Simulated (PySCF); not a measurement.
C₄H₈OSi₂.
Numbering: `[OH:1][SiH:2]1[CH:3]=[CH:4][SiH2:5][CH:6]=[CH:7]1` (hydrogens: H8 on O1; H9 on Si2; H10 on C3; H11 on C4; H12, H13 on Si5; H14 on C6; H15 on C7)

Cartesian coordinates in Å at the PBE0-D3(BJ)/def2-SVP level; atoms count from 1:
```
atom  x, y, z in Å
O1    -2.439    1.501   -0.262
Si2   -1.377    0.299   -0.733
C3    -1.137   -0.966    0.626
C4     0.046   -1.323    1.163
Si5    1.705   -0.626    0.643
C6     1.473    0.669   -0.691
C7     0.283    1.015   -1.220
H8    -2.161    2.033    0.490
H9    -2.048   -0.318   -1.910
H10   -2.047   -1.446    1.018
H11    0.050   -2.079    1.963
H12    2.592   -1.724    0.143
H13    2.398   -0.022    1.826
H14    2.377    1.173   -1.064
H15    0.273    1.792   -2.001
```

Level of theory: core-valence-separated Tamm–Dancoff BHandHLYP/aug-pcX-1 (pcseg-1 on H, def2-SVPD on Si) in PySCF, non-relativistic, gas phase, PBE0-D3(BJ)/def2-SVP geometry. The energies are unshifted.

Question: Give energies, oscillator strengths and core holes at the O K edge.

Answer: 
```json
{"E (eV)": "531.57", "f": "0.0143", "core hole on": "O1", "main final orbital": "LUMO (60 %)"}
{"E (eV)": "532.89", "f": "0.0221", "core hole on": "O1", "main final orbital": "spread"}
{"E (eV)": "533.44", "f": "0.0043", "core hole on": "O1", "main final orbital": "LUMO+1 (90 %)"}
{"E (eV)": "534.11", "f": "0.0104", "core hole on": "O1", "main final orbital": "LUMO+5 (52 %)"}
{"E (eV)": "534.24", "f": "0.0050", "core hole on": "O1", "main final orbital": "spread"}
{"E (eV)": "534.53", "f": "0.0057", "core hole on": "O1", "main final orbital": "LUMO+2 (36 %)"}
{"E (eV)": "534.98", "f": "0.0006", "core hole on": "O1", "main final orbital": "LUMO+3 (90 %)"}
```

The first line with a tenth or more of the strongest one's intensity is at 531.57 eV (f = 0.014), with the hole on O1 (silanol oxygen). The strongest listed is at 532.89 eV (f = 0.022; O1).

Question: List the carbon K-edge absorption lines.

Answer: 
| E (eV) | f | core hole on | main final orbital |
| --- | --- | --- | --- |
| 281.86 | 0.0945 | C3/C7 | LUMO+1 (2 roots, f summed) |
| 281.91 | 0.1339 | C4/C6 | LUMO (2 roots, f summed) |
| 285.65 | 0.0136 | C3/C7 | LUMO (2 roots, f summed) |
| 285.75 | 0.0094 | C4/C6 | LUMO+2 (44 %) |
| 285.77 | 0.0209 | C3/C7 + C4/C6 | LUMO+2 (2 roots, f summed) |
| 285.78 | 0.0071 | C3/C7 | LUMO+2 (31 %) |
| 286.00 | 0.0006 | C4/C6 | LUMO+1 (2 roots, f summed) |
| 286.62 | 0.0392 | C4/C6 | LUMO+5/LUMO+7 (3 roots, f summed) |
| 286.63 | 0.0088 | C4/C6 | LUMO+7 (44 %) |
| 286.72 | 0.0316 | C3/C7 | LUMO+7 (2 roots, f summed) |

The first line with a tenth or more of the strongest one's intensity is at 281.86 eV (f = 0.094, sum of 2), with the hole on C3/C7 (alkene CH carbon). The strongest listed is at 281.91 eV (f = 0.134, sum of 2; C4/C6).

Roots within 0.03 eV whose holes lie on the same, on equivalent or on shared atoms are summed into one line, and the highest roots are left out, as the search may have cut off their partners. Final orbitals are the ground state's empty Kohn–Sham orbitals.

Question: What is the summed oscillator strength of the listed O K lines, and their intensity-weighted mean energy?

Answer: Σf = 0.063 over 7 lines from 531.57 to 534.98 eV; the weighted mean is 533.11 eV. The strongest line holds 35 % of the sum.

Only the lowest roots of each edge were sought.

One conformer stands for the species.
